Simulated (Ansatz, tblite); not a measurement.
Cost and result up the ladder for [Te3]2- (Te3²⁻) (3 atoms). Total charge -2; singlet. Geometry: B3LYP-D4/def2-SVPD.

```tsv
atom	x (Å)	y (Å)	z (Å)
Te1	1.156	0.336	2.118
Te2	-0.514	0.874	-0.103
Te3	-0.642	-1.210	-2.015
```

Ansatz on 4 threads of Arm Neoverse V1 on a shared host; xTB runs through tblite on one thread. Times are rough, summed over both states, and most runs start from the orbitals of an earlier one. PBE0-D4/def2-TZVPD serves as the yardstick here, not as an exact answer. The other state is a triplet.

In the def2 sets Te takes a core potential; there is no spin–orbit coupling. The xTB rows come from tblite. A multiply charged anion in the gas phase is held together partly by the finite basis. Removing one electron lowers the energy by 1.56 eV at PBE0-D4/def2-TZVPD, so it isn't bound.

xTB has no spin-polarisation term.

```tsv
level	functions	wall time	vertical triplet (eV)	difference from PBE0-D4/def2-TZVPD (eV)	remarks
GFN1-xTB	27	0.006 s	1.54	0.74	–
GFN2-xTB	27	0.007 s	2.29	1.49	–
PBE-D4/def2-TZVPD (with forces)	177	6.7 s	0.57	-0.23	HOMO above zero (singlet), HOMO above zero (triplet)
PBE0-D4/def2-TZVPD	177	13 s	0.80	0.00	HOMO above zero (singlet), HOMO above zero (triplet)
r2SCAN-D4/def2-TZVPD	177	27 s	0.63	-0.17	HOMO above zero (singlet), HOMO above zero (triplet)
```
